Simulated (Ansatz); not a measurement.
Program: Ansatz. Geometries: PBE0-D4/def2-TZVP. ΔE: electronic, gas phase. CCSD(T)/CBS is the MP2 limit (def2-TZVPP, def2-QZVPP) plus CCSD(T) − MP2 in def2-TZVPP, frozen cores. This one scheme is used for every species. Functionals use def2-TZVPP. For Ge outer-core shells are correlated without core-valence functions, which leaves a few kJ/mol of doubt a bond. Scalar relativity is left out up to krypton. Each species was taken in one conformer, which may not be the lowest.

Consider the cleavage of the Ge–Si bond: `O[SiH](O)[GeH3]` + `N[SiH](F)F` → `F[SiH](F)[NH][GeH3]` + `O[SiH2]O`.

`O[SiH](O)[GeH3]`:

Cartesian coordinates in Å:
```
O 0.026 -0.447 -2.011
Si 0.759 -0.295 -0.547
O 1.102 -1.731 0.176
Ge -0.610 1.024 0.902
H -0.916 -0.619 -2.043
H 2.073 0.313 -0.837
H 0.405 -2.193 0.643
H -1.954 0.304 1.150
H -0.935 2.399 0.294
H 0.050 1.245 2.274
```

`N[SiH](F)F`:

```xyz
7

N    -0.857   -0.552    0.257
Si    0.514    0.369   -0.065
F     1.777   -0.415    0.490
F     0.824    0.585   -1.610
H    -1.775   -0.141    0.265
H    -0.886   -1.549    0.120
H     0.404    1.703    0.542
```

`F[SiH](F)[NH][GeH3]`:

Z-matrix (Å, degrees):
```
Si
F 1 1.589
N 1 1.684 2 109.7
F 1 1.590 2 103.9 3 121.1
H 1 1.472 2 110.3 3 -123.3
Ge 3 1.852 1 128.2 2 46.2
H 3 1.009 1 116.4 2 -139.5
H 6 1.537 3 109.3 1 -119.1
H 6 1.537 3 109.0 1 121.1
H 6 1.531 3 106.3 1 1.0
```

`O[SiH2]O`:

```xyz
7

O    -0.763   -1.085    0.586
Si   -0.121    0.372    0.186
O     1.025    0.283   -0.987
H    -1.281   -1.542   -0.079
H    -1.144    1.277   -0.387
H     0.445    0.872    1.460
H     1.840   -0.176   -0.779
```

```json
{"level": "r2SCAN", "ΔE (kJ/mol)": "1.3"}
{"level": "HF/def2-TZVPP", "ΔE (kJ/mol)": "-27.8"}
```

Q: What does CCSD(T)/CBS give? (Best estimate.)

A: The calculation gave: -8.6 kJ/mol. The listed levels differ from it by 9.9, -19.2 kJ/mol.

Largest T1 diagnostic among the species: 0.012.

In def2-TZVPP, CCSD(T) changes the Hartree–Fock value by +14.5 kJ/mol (the triples alone add +1.5 kJ/mol) and MP2 by +10.3 kJ/mol. From PBE to PBE0 (25 % exact exchange), in def2-TZVPP and without D4, ΔE moves by −6.6 kJ/mol.
